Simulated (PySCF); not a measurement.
B(Cl)2(SH) (BCl2HS), SMILES SB(Cl)Cl. Geometry: TPSSh-D3(BJ)/def2-SVP. Other conformers were not sampled.

Level of theory: TPSSh-D3(BJ)/def2-SVP in PySCF.

Harmonic wavenumbers (cm⁻¹): 222, 246, 400, 432, 459, 777, 981, 1010, 2692. Rotational constants (GHz): 3.127, 3.029, 1.538; symmetry number 1.

Q: Work out the zero-point energy and the ideal-gas rigid-rotor harmonic-oscillator thermochemistry at 298.15 K and 1 atm.

A: ZPE = ½ Σ hcν = ½ × 7220 cm⁻¹ = 10.32 kcal/mol. H − E(el) = 13.96 kcal/mol. Entropy in cal/(mol K): translation 40.13, rotation 27.49, vibration 6.70, total 74.32. G − E(el) = -8.20 kcal/mol. Cp = 17.19 cal/(mol K).
